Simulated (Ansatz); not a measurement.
Cl$_{4}$FNb, SMILES `[F][Nb]([Cl])([Cl])([Cl])[Cl]` at its PBE0-D4/def2-TZVP geometry, where that method's forces vanish. Charge 0, multiplicity 1. Nb takes the def2 core potential.

```xyz
6

F    -1.4554   -0.0496    1.2121
Nb   -0.0447   -0.0015    0.0372
Cl    0.9646   -1.6016    1.3662
Cl    0.0675   -1.3454   -1.7729
Cl   -1.2331    1.5930   -1.1419
Cl    1.7011    1.4052    0.2993
```

What forces (eV/Å) does ωB97M-V/def2-TZVPP give on these atoms in the Gaussian-basis code of Ansatz? (An estimate is asked.)

The calculation gave: 
```
F1   0.080  0.003 -0.066
Nb2 -0.116 -0.004  0.096
Cl3  0.009 -0.013  0.010
Cl4  0.001 -0.028 -0.036
Cl5 -0.009  0.013 -0.011
Cl6  0.034  0.029  0.006
```
